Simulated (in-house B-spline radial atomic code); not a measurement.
## One electron outside the 1s2 core: Ar¹⁵⁺

Computed with a B-spline radial code for spherical atoms, no-pair Dirac-Coulomb Hamiltonian, finite nucleus. Rungs: frozen-core Dirac-Hartree-Fock (DHF); Brueckner orbitals from the second-order correlation potential; the same with the Coulomb interaction screened by the core and the hole-particle interaction summed; Breit and QED terms from differences of relaxed Dirac-Fock atoms, where computed. Partial waves beyond l = 6 are extrapolated. The tables show a selection of states; those near core-excited levels, with erratic corrections or far from their DHF start are never shown.

Command:
```bash
python run_mb.py task.json out
```
Settings (nuclear radius in fm, box in bohr, cutoff in hartree):
```
basis_form          2
Z                   18
core_configuration  1s2
rms_radius          3.4274
mass_number         40
speed_of_light      137.036
box_radius          13.2
lmax                6
intervals           64
virtual_cutoff      648.0
```

Cost of the run: 6.5 s on 1 thread of Intel(R) Xeon(R) 6975P-C, on a shared host.

Removal energies (eV):

```csv
state,DHF,second order,screened,Breit + QED,final
2s1/2,918.51,918.653,918.656,-0.292,918.364
2p1/2,886.492,886.812,886.815,-0.312,886.503
2p3/2,883.161,883.472,883.475,-0.141,883.335
3s1/2,400.706,400.745,400.746,-0.084,400.662
3p1/2,391.864,391.942,391.943,-0.0881,391.855
3p3/2,390.881,390.957,390.957,-0.0387,390.919
3d3/2,387.574,387.605,387.605,-0.00255,387.603
3d5/2,387.279,387.309,387.31,-0.00121,387.309
4s1/2,223.417,223.433,223.433,-,-
4p1/2,219.781,219.811,219.812,-,-
4p3/2,219.367,219.397,219.397,-,-
4d3/2,217.994,218.007,218.008,-0.00147,218.006
4d5/2,217.869,217.883,217.883,-0.000618,217.882
4f5/2,217.8,217.803,217.803,-,-
4f7/2,217.738,217.741,217.741,-,-
5s1/2,142.243,142.251,142.251,-,-
5p1/2,140.405,140.42,140.42,-,-
5p3/2,140.193,140.208,140.208,-,-
5d3/2,139.495,?,?,?,?
5d5/2,139.431,?,?,?,?
5f5/2,139.393,139.394,139.394,-,-
```

Problem. What does correlation do to 5d5/2?

Solution. It adds 0.006881 eV to the removal energy in second order and 0.007051 eV with screening, giving 139.439 eV before Breit and QED terms, which weren't computed for this state.

Problem. What does correlation do to 5d3/2?

Solution. It adds 0.006951 eV to the removal energy in second order and 0.007121 eV with screening, giving 139.503 eV before Breit and QED terms, which weren't computed for this state.

Problem. How does the lowest state compare with the NIST ionisation energy?

Solution. 2s1/2 is bound by 918.364 eV, without recoil; NIST lists 918.375 ± 0.007 eV (tabulated theory), a difference of -0.011 eV.

Electric-dipole lines from 2s1/2 (reduced matrix elements in atomic units, length form, static core polarisation, sign of DHF taken positive):

| upper | DHF | + core polarisation | + Brueckner | λ (nm) | A (s⁻¹) |
| --- | --- | --- | --- | --- | --- |
| 2p1/2 | 0.2589 | 0.2581 | 0.2581 | 38.914 | 1.14e+09 |
| 2p3/2 | 0.3674 | 0.3664 | 0.3663 | 35.394 | 1.53e+09 |

Magnetic hyperfine constants per unit nuclear g factor (MHz, nucleus as a uniformly magnetised ball; they apply to isotopes with nuclear spin):

```json
{"state": "2s1/2", "DHF": "157600", "+ core polarisation": "163800", "+ Brueckner": "163900"}
{"state": "2p1/2", "DHF": "48750", "+ core polarisation": "50410", "+ Brueckner": "50460"}
{"state": "2p3/2", "DHF": "9493", "+ core polarisation": "8134", "+ Brueckner": "8142"}
{"state": "3s1/2", "DHF": "45620", "+ core polarisation": "47290", "+ Brueckner": "47310"}
{"state": "3p1/2", "DHF": "14320", "+ core polarisation": "14700", "+ Brueckner": "14710"}
{"state": "3p3/2", "DHF": "2790", "+ core polarisation": "2486", "+ Brueckner": "2487"}
```
